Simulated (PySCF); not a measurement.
# Reading the logs of faulty runs: BClGe2H5

Calculated results; nothing here was measured. They come from PySCF 2.14.0, an open-source quantum chemistry program, on an isolated molecule that a program drew, which may never have been made. The molecule is BClGe2H5 (charge 0, doublet), drawn as the SMILES string `Cl[B]([GeH2])[GeH3]`.

Each row is a Hartree-Fock (HF) and frozen-core CCSD(T) single point in the cc-pV(D+d)Z basis, meant for a local HF minimum. Run 1 is clean. Each other run has one planted mistake out of seven kinds, and not every kind appears here: one electron removed, one electron added, multiplicity raised by two, geometry at a saddle point, minimal basis STO-3G, one bond length entered in bohr, all coordinates scaled. The reference is restricted for singlets and unrestricted otherwise, and also for a bond in bohr. Adding or removing an electron swaps singlet and doublet. Electrons count all cores. HOMO and LUMO are orbital energies over both spins, the gradient is its largest component, and the lowest frequency (negative if imaginary) is given only where the gradient is small. Bond lengths are over the 8 bonds as drawn. T1 is the CCSD diagnostic: over 0.02 (restricted) or 0.045 (unrestricted) a single reference is doubtful. Germanium has the cc-pVDZ-PP basis, with a core potential (ECP10MDF) in place of its 10 inner electrons, and its 3s, 3p and 3d shells are frozen in CCSD(T).

Geometry of the clean run:
```xyz
9
BClGe2H5, angstrom
Cl   -3.3776   -1.0844   -1.4009
B    -1.6268   -0.8984   -1.1744
Ge   -0.4180   -1.1874   -2.7802
Ge   -0.9421   -0.2883    0.7077
H    -0.9147   -1.9119   -4.0280
H     1.0859   -1.3499   -2.5773
H    -1.6121    1.0311    1.1099
H    -1.3021   -1.3536    1.7510
H     0.5789   -0.0890    0.7212
```

```
run  electrons  basis functions  <S^2>  HOMO (eV)  LUMO (eV)  gradient (hartree/bohr)  lowest frequency (cm^-1)  mean bond (Å)  longest bond (Å)      T1  HF (hartree)  CCSD(T) (hartree)                     mistake
  1         91              108  0.766      -8.41       0.14                  1.7e-05                        57         1.6941             2.094  0.0176   -1073.84500        -1074.32156                    no fault
  2         90              108  0.000     -15.21      -6.80                  4.5e-02                         -         1.6941             2.094  0.0200   -1073.56592        -1074.03190        one electron removed
  3         91              108  3.774      -6.19      -2.21                  3.5e-02                         -         1.6941             2.094  0.0237   -1073.70870        -1074.18027  multiplicity raised by two
  4         91              108  0.764      -8.39       0.24                  9.6e-02                         -         1.5603             1.928  0.0154   -1073.78516        -1074.25880      all coordinates scaled
  5         92              108  0.000      -1.45       6.80                  4.7e-02                         -         1.6941             2.094  0.0195   -1073.86612        -1074.38085          one electron added
  6         91              108  1.257      -8.50       0.69                  2.2e-02                         -         1.9199             3.837  0.0499   -1073.76014        -1074.21744                           ?
```

**Which mistake was planted in run 6, and what did it cost?**

The mean bond changes by a factor of 1.133 and the longest by 1.832, so the molecule wasn't scaled as a whole. A length L in bohr read as angstrom grows by (1/0.5292 - 1) L = 0.890 L. The 8 bonds together grew by 8 x 0.2258 = 1.806 Å, which gives L = 2.030 Å. That is bond B2-Ge3, 2.031 Å in the clean geometry. So the mistake is: one bond length entered in bohr. Subtracting run 1 and multiplying by 627.51 kcal/mol a hartree, the energy moved by 53.3 kcal/mol in HF and 65.3 kcal/mol in CCSD(T).

Cautions from the logs. Run 6: T1 is over the limit, so its CCSD(T) energy is less reliable.
